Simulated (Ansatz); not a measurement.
silicon monoxide (OSi), singlet, at a GFN2-xTB geometry. Base run: PBE0/def2-SV(P) (Ansatz, a first-principles code).

Here is a job for Ansatz.
Ansatz 0.2 input:
```yaml
crystal:
  periodic: [false, false, false]
  atoms:
    - {symbol: Si, position_ang: [-0.00000000, -0.00000000, -0.54858235]}
    - {symbol: O, position_ang: [0.00000000, 0.00000000, 0.96001912]}
basis:
  gaussian:
    orbitals: def2-SV_P_.json
hamiltonian:
  xc: pbe0
```
The basis file holds def2-SV(P) in the JSON format of the Basis Set Exchange.

The bond that is stretched is that between atoms 2 and 1. A test that says stable can miss a lower solution.

Each row names what was changed in the base input (with any setting that the change needs).

```tsv
change	ΔE vs base (kcal/mol)	<S^2>	stability test says
base	0.000	0.000	minimum (restricted orbitals)
spin_polarized = on; lower_state_search = off	0.000	0.000	undecided (no full test)
spin_polarized = on; lower_state_search = standard	0.000	0.000	minimum
bond × 1.25	49.27	0.000	minimum (restricted orbitals)
spin_polarized = on; lower_state_search = off; bond × 1.25	49.27	0.000	undecided (no full test)
spin_polarized = on; lower_state_search = standard; bond × 1.25	49.27	0.000	minimum
bond × 1.5	122.0	0.000	minimum (restricted orbitals)
spin_polarized = on; lower_state_search = off; bond × 1.5	122.0	0.000	undecided (no full test)
spin_polarized = on; lower_state_search = standard; bond × 1.5	111.1	0.877	minimum
bond × 1.8	187.5	0.000	minimum (restricted orbitals)
spin_polarized = on; lower_state_search = off; bond × 1.8	149.7	1.351	undecided (no full test)
spin_polarized = on; lower_state_search = standard; bond × 1.8	149.7	1.351	minimum
bond × 2.2	238.9	0.000	minimum (restricted orbitals)
spin_polarized = on; lower_state_search = off; bond × 2.2	238.9	0.000	undecided (no full test)
spin_polarized = on; lower_state_search = standard; bond × 2.2	167.6	1.788	minimum
bond × 3.0	263.3	0.000	minimum (restricted orbitals)
spin_polarized = on; lower_state_search = off; bond × 3.0	263.3	0.000	undecided (no full test)
spin_polarized = on; lower_state_search = standard; bond × 3.0	175.2	1.986	minimum
```

Where a bond breaks into two radicals, a solution with restricted orbitals usually stops being the lowest and lies too high; an unrestricted one lies lower at the price of spin contamination, which <S^2> shows.
